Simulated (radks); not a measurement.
La3+, configuration [Xe] (the NIST ground configuration).

Calculated with a radial shooting solver on a logarithmic mesh with Libxc functionals: scalar-relativistic Kohn-Sham, exchange-only r2SCAN, spin-unpolarised, spherical densities, finite nucleus; meta-GGA in the generalised Kohn-Sham scheme; Fermi nuclear charge, rms radius 4.855 fm.

Energy parts (eV):
total: -231015.97
kinetic: 244435.89
electron-nucleus: -557925.86
Hartree: 87917.60
exchange: -5443.60

Orbitals (lengths in bohr, moments of r in powers of bohr; r(max) is where P^2 peaks):
| orbital | occ. | eigenvalue (eV) | r(max) | <r^4> | <r^2> | <r> |
|---|---|---|---|---|---|---|
| 1s | 2 | -38837.40 | 0.01608 | 1.921e-06 | 0.0008541 | 0.02507 |
| 2s | 2 | -6220.951 | 0.09089 | 0.0003189 | 0.01362 | 0.1074 |
| 2p | 6 | -5574.555 | 0.07314 | 0.0002331 | 0.01085 | 0.09426 |
| 3s | 2 | -1355.669 | 0.2600 | 0.01300 | 0.09256 | 0.2846 |
| 3p | 6 | -1147.891 | 0.2546 | 0.01362 | 0.09271 | 0.2828 |
| 3d | 10 | -849.6395 | 0.2104 | 0.01147 | 0.07970 | 0.2599 |
| 4s | 2 | -294.7872 | 0.6086 | 0.3385 | 0.4828 | 0.6545 |
| 4p | 6 | -226.6479 | 0.6353 | 0.4448 | 0.5454 | 0.6929 |
| 4d | 10 | -127.6209 | 0.6715 | 0.7624 | 0.6828 | 0.7673 |
| 5s | 2 | -61.5879 | 1.412 | 10.67 | 2.716 | 1.558 |
| 5p | 6 | -44.2418 | 1.577 | 17.95 | 3.489 | 1.762 |

The highest occupied level is 5p at -44.242 eV. The density falls to 0.001 e/bohr^3 at r = 3.51 bohr. The electron density at the nucleus is 3.646e+05 e/bohr^3 (large components only). For comparison, the ionisation energy in NIST's Atomic Spectra Database is 50.0 eV (semi-empirical). In exact Kohn-Sham theory the highest level is minus the ionisation energy, but local and semilocal functionals leave it too shallow, through self-interaction and a potential that decays too fast; potentials with the right tail come closer. Summed over all electrons, <r^2> = 39.07 bohr^2, which gives a Langevin (diamagnetic) susceptibility term of -30.9 x 10^-6 cm^3/mol.
